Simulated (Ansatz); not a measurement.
```yaml
crystal:
  periodic: [false, false, false]
  atoms:
    - {symbol: O, position_ang: [-0.688993, 0.249047, -0.348403]}
    - {symbol: Ge, position_ang: [0.688993, -0.249047, 0.348403]}
basis:
  gaussian: {orbitals: aug-pcseg-2, final_grid: {core_spheres: 20, valence_spheres: 16, degree: 47}}
hamiltonian: {xc: {name: CCSD(T)}, dispersion: d3bjatm}
output: {forces: true}
```

```sh
$ ansatz run in.yaml --threads 2 --pin off --events-out ev --progress --plain --max-ram 32768MiB --backend cpu
```

Q: How does Ansatz answer? (Best estimate.)

A: The calculation gave: The program refused the input.
```
Error: YAML parse error: error: line 8 column 19: hamiltonian.xc: no functional is named "CCSD(T)"; the names, which are not case-sensitive, are SVWN5, SPW92, PBE, PBE0, PBEsol, revPBE, revPBE0, RPBE, rPW86-PBE, HSE06, wPBEh, LC-wPBE, HISS, HF, BLYP, B3LYP, B3LYP5, BHLYP, CAM-B3LYP, r2SCAN, r2SCANh, r2SCAN0, r2SCAN50, m-r2SCAN, B97, wB97, wB97X, wB97X-V, B97M-V, wB97M-V, B2PLYP, B2GP-PLYP, PBE0-DH, PBE-QIDH
 --> <input>:8:19
6 | basis:
7 |   gaussian: {orbitals: aug-pcseg-2, final_grid: {core_spheres: 20, valence_spheres:…
8 | hamiltonian: {xc: {name: CCSD(T)}, dispersion: d3bjatm}
9 | output: {forces: true}
```

HSE06 is defined as in plane-wave codes.
